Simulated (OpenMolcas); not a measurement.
# CH3BTe (SMILES B1C[Te]1): the electronic atomisation energy, rung by rung

The species is CH3BTe (6 atoms), meant as a singlet with charge 0. As SMILES, `B1C[Te]1`. Geometry: a GFN2-xTB relaxation, a rough one for these elements and not checked as a minimum.

Quantity: the electronic atomisation energy, in eV. The values are calculated. Electronic energies at fixed atoms, without zero-point motion or spin-orbit coupling.

```csv
level,kind,program,value (eV)
SVWN5/def2-SVP (core potential),LDA,OpenMolcas,24.56
PBE/def2-SVP (core potential),GGA,OpenMolcas,21.78
TPSS/def2-SVP (core potential),meta-GGA,OpenMolcas,21.54
r2SCAN/def2-SVP (core potential),meta-GGA,OpenMolcas,21.43
B3LYP/def2-SVP (core potential),global hybrid,OpenMolcas,21.03
BHLYP/def2-SVP (core potential),global hybrid,OpenMolcas,20.44
M06-2X/def2-SVP (core potential),hybrid meta-GGA,OpenMolcas,?
PBE0/def2-SVP (core potential),global hybrid,OpenMolcas,?
```

Task: Estimate what the levels marked ? give.

Result: As computed at these levels: M06-2X/def2-SVP (core potential): 20.73 eV; PBE0/def2-SVP (core potential): 21.40 eV. The values span 20.44 to 24.56 eV.
